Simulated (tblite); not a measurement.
C3H10GeN2.
Bonds: C1–C2 (double), C2–N3, N3–C4, N3–N5, N5–Ge6. Hydrogens: H7, H8 on C1; H9 on C2; H10, H11, H12 on C4; H13 on N5; H14, H15, H16 on Ge6.

Computed with GFN2-xTB (tblite), gas phase: L-BFGS steps from a force-field or distance-geometry start until the largest atomic force falls under 0.01 eV/Å.

Step 43: E = -523.3704 eV
```
atom  x, y, z in Å  |  force x, y, z in eV/Å
C1     -0.5903    1.8429   -1.1214   -0.015  -0.057   0.018
C2     -1.2068    0.9375   -0.3679   -0.066   0.131  -0.048
N3     -0.8277   -0.3881   -0.2138    0.028   0.187   0.090
C4     -1.1626   -1.0157    1.0486   -0.046  -0.007   0.129
N5      0.4534   -0.6889   -0.6951    0.116   0.123   0.165
Ge6     2.0393   -0.3737    0.1551   -0.121  -0.016   0.078
H7      0.3329    1.6139   -1.6365   -0.197   0.089   0.044
H8     -1.0166    2.8238   -1.2551    0.111  -0.106   0.016
H9     -2.1320    1.1770    0.1460    0.090  -0.062  -0.048
H10    -0.9150   -2.0786    0.9726   -0.058   0.103   0.067
H11    -2.2339   -0.9093    1.2462    0.171  -0.019  -0.095
H12    -0.6055   -0.5759    1.8973   -0.045  -0.109  -0.166
H13     0.4080   -1.5104   -1.2746    0.048  -0.248  -0.139
H14     2.1647    1.0885    0.4272   -0.031   0.017   0.001
H15     2.2148   -1.0996    1.4749    0.008   0.015  -0.079
H16     3.0696   -0.8347   -0.8150    0.007  -0.041  -0.030
```

Step 44: E = -523.3751 eV
```
atom  x, y, z in Å  |  force x, y, z in eV/Å
C1     -0.5992    1.8452   -1.1284   -0.015   0.001   0.002
C2     -1.2005    0.9454   -0.3594   -0.031   0.043  -0.016
N3     -0.8190   -0.3784   -0.2068    0.025   0.106   0.026
C4     -1.1661   -1.0156    1.0474    0.011   0.027   0.010
N5      0.4587   -0.6857   -0.6926    0.074   0.047   0.090
Ge6     2.0440   -0.3789    0.1566   -0.071  -0.006   0.046
H7      0.3064    1.6125   -1.6644   -0.075   0.053  -0.006
H8     -1.0200    2.8273   -1.2535    0.064  -0.047   0.008
H9     -2.1100    1.1890    0.1739    0.002  -0.045  -0.001
H10    -0.8858   -2.0667    0.9875   -0.013  -0.035   0.007
H11    -2.2392   -0.9451    1.2113   -0.046   0.017  -0.044
H12    -0.6501   -0.5601    1.9039    0.061  -0.013   0.007
H13     0.4097   -1.5093   -1.2744    0.038  -0.137  -0.067
H14     2.1775    1.0827    0.4279   -0.033   0.017   0.002
H15     2.2131   -1.1068    1.4734    0.012   0.006  -0.049
H16     3.0730   -0.8461   -0.8140   -0.005  -0.033  -0.015
```

Step 45: E = -523.3769 eV
```
atom  x, y, z in Å  |  force x, y, z in eV/Å
C1     -0.5984    1.8458   -1.1271   -0.003   0.026  -0.015
C2     -1.2017    0.9461   -0.3608   -0.024   0.010   0.001
N3     -0.8169   -0.3759   -0.2047    0.009   0.065   0.000
C4     -1.1643   -1.0146    1.0480    0.017   0.006  -0.001
N5      0.4589   -0.6870   -0.6936    0.058   0.014   0.056
Ge6     2.0421   -0.3776    0.1559   -0.046  -0.002   0.034
H7      0.3099    1.6154   -1.6586   -0.062   0.045  -0.010
H8     -1.0197    2.8266   -1.2549    0.050  -0.025   0.004
H9     -2.1149    1.1865    0.1671    0.002  -0.040   0.005
H10    -0.8930   -2.0680    0.9834   -0.012  -0.038   0.002
H11    -2.2360   -0.9372    1.2166   -0.048   0.026  -0.037
H12    -0.6390   -0.5682    1.9027    0.057   0.001   0.027
H13     0.4097   -1.5156   -1.2716    0.025  -0.075  -0.022
H14     2.1701    1.0841    0.4281   -0.028   0.015  -0.001
H15     2.2126   -1.1055    1.4706    0.013  -0.003  -0.025
H16     3.0732   -0.8460   -0.8123   -0.007  -0.024  -0.016
```

Step 46: E = -523.3789 eV
```
atom  x, y, z in Å  |  force x, y, z in eV/Å
C1     -0.5942    1.8470   -1.1226   -0.017   0.025  -0.008
C2     -1.2060    0.9450   -0.3662    0.004  -0.017  -0.001
N3     -0.8153   -0.3734   -0.2033   -0.007  -0.021  -0.018
C4     -1.1597   -1.0127    1.0495    0.007  -0.014   0.005
N5      0.4585   -0.6910   -0.6950    0.009  -0.034  -0.004
Ge6     2.0367   -0.3728    0.1545    0.009   0.002   0.015
H7      0.3225    1.6223   -1.6398   -0.028   0.027  -0.023
H8     -1.0166    2.8245   -1.2573    0.019   0.028  -0.007
H9     -2.1309    1.1762    0.1448    0.013  -0.023   0.013
H10    -0.9170   -2.0729    0.9712   -0.019  -0.025   0.005
H11    -2.2277   -0.9100    1.2370    0.014   0.034  -0.034
H12    -0.6037   -0.5892    1.8983    0.012  -0.001   0.003
H13     0.4115   -1.5279   -1.2670   -0.004   0.032   0.054
H14     2.1492    1.0896    0.4292   -0.013   0.005  -0.010
H15     2.2144   -1.1002    1.4646    0.012  -0.022   0.024
H16     3.0707   -0.8455   -0.8095   -0.010   0.003  -0.016
```

Problem. Estimate the geometry and energy of step 47. (The exact step hangs on the optimiser's Hessian estimate; all steps are aligned on step 46, rigid shifts and turns removed.)

Solution. E = -523.3792 eV, largest force 0.050 eV/Å
```
atom  x, y, z in Å  |  force x, y, z in eV/Å
C1     -0.5940    1.8478   -1.1222   -0.014   0.015  -0.007
C2     -1.2060    0.9450   -0.3670    0.003  -0.018   0.000
N3     -0.8150   -0.3732   -0.2032   -0.002  -0.027  -0.015
C4     -1.1590   -1.0126    1.0497    0.006  -0.014   0.000
N5      0.4587   -0.6919   -0.6948    0.004  -0.019   0.000
Ge6     2.0361   -0.3726    0.1546    0.017   0.001   0.014
H7      0.3237    1.6239   -1.6379   -0.023   0.025  -0.024
H8     -1.0166    2.8248   -1.2579    0.013   0.034  -0.006
H9     -2.1323    1.1746    0.1421    0.011  -0.018   0.015
H10    -0.9203   -2.0736    0.9694   -0.020  -0.023   0.006
H11    -2.2260   -0.9061    1.2392    0.010   0.033  -0.030
H12    -0.5994   -0.5925    1.8979    0.010   0.001   0.000
H13     0.4112   -1.5290   -1.2658   -0.005   0.020   0.046
H14     2.1451    1.0902    0.4291   -0.009   0.004  -0.011
H15     2.2158   -1.0997    1.4645    0.010  -0.022   0.026
H16     3.0704   -0.8461   -0.8091   -0.012   0.008  -0.014
```

The energy changes by -0.0002 eV. The first-order estimate −F·Δx gives -0.0003 eV and the mean of the old and new forces, exact on a quadratic surface, -0.0003 eV. The step makes an angle of 78° with the force vector and moves no atom by more than 0.005 Å.

The cost below is that of the whole relaxation. The run took 0.47 s of wall time on Arm Neoverse V1, one thread, on a shared host.
